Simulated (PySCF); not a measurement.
**Strontium: a sound run and one with changed settings**

Sound run: Sr [Kr] 5s2, Sr⁺ [Kr] 5s1. Calculation: PySCF 2.14, in def2-TZVP with the def2 core potential (28 electrons); a scalar-relativistic core potential. In the sound run the correlated levels freeze 4s2 4p6 outside the core potential. The sound run starts from symmetry-adapted Hartree-Fock orbitals and uses a fine grid where one is needed.

Changed run: all electrons correlated in a basis built for the valence shell.

```tsv
species	method	sound run (hartree)	changed run (hartree)	converged
Sr	MP2	-30.36449	-30.51547	yes
Sr⁺	MP2	n/a	-30.31308	yes
```

Ionisation energy of Sr:

| method | sound run (eV) | changed run (eV) |
| --- | --- | --- |
| UHF | 4.744 | 4.744 |
| MP2 | 5.217 | 5.507 |
| SCS-MP2 | 5.312 | 5.540 |

A valence basis has no tight correlating functions, so it recovers only part of the core correlation, and not evenly between atom and ion.

For comparison, NIST gives 5.695 eV between the lowest levels.
